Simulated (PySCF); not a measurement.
Gas-phase reaction: 2 SnH2 + 6 Cl = 2 SnHCl3 + H2

Energies from PySCF, thermal terms from the rigid-rotor harmonic-oscillator model, ideal gas at 1 bar. † marks an energy on the PBE0/def2-TZVP geometry and frequencies. MP2 and CCSD(T) freeze the core. Open shells (unrestricted): Cl (multiplicity 2, electronic degeneracy 6); the rest are closed-shell singlets. Spin-orbit splitting is ignored; it lowers the true energy and changes the entropy of Cl. B3LYP is the form with VWN-RPA correlation. Sn: scalar-relativistic def2 core potential, no spin-orbit coupling. SnH2, SnHCl3: computed as isolated molecules; such fragments, hydroxides, amides, oligomers or adducts are transient or little studied in the gas. MP2 isn't extrapolated to the basis-set limit; its ΔH°(298 K) is -1805.8 kJ in def2-SVP and -1942.9 kJ in def2-TZVPP. CCSD(T) isn't extrapolated to the basis-set limit; its ΔH°(298 K) is -1693.0 kJ in def2-SVP and -1820.0 kJ in def2-TZVPP. The harmonic model lacks anharmonicity and excited electronic states, which grow with temperature; levels with a mode under 35 cm⁻¹ are left out. Soft modes under 120 cm⁻¹ make the harmonic entropy rough for SnHCl3.

```csv
level,"ΔE electronic, kJ","ΔH°(298 K), kJ","ΔS°(298 K), J/K","ΔG°(1600 K), kJ"
B3LYP/def2-TZVP†,-1787,-1767,-647,-745
CCSD(T)/def2-SVP†,-1713,-1693,-647,-671
CCSD(T)/def2-TZVPP†,-1840,-1820,-647,-798
HF/def2-TZVP†,-1435,-1415,-647,-393
M06-2X/def2-TZVP†,-1981,-1961,-647,-939
MP2/def2-TZVPP†,-1963,-1943,-647,-921
PBE/def2-TZVP†,-1921,-1901,-647,-879
PBE0/def2-QZVP†,-1906,-1886,-647,-864
PBE0/def2-SVP†,-1860,-1840,-647,-818
LDA/def2-TZVP†,-2200,-2180,-647,-1158
```
ΔH° is lowest at LDA/def2-TZVP† and highest at HF/def2-TZVP†. No reference value is set beside these.
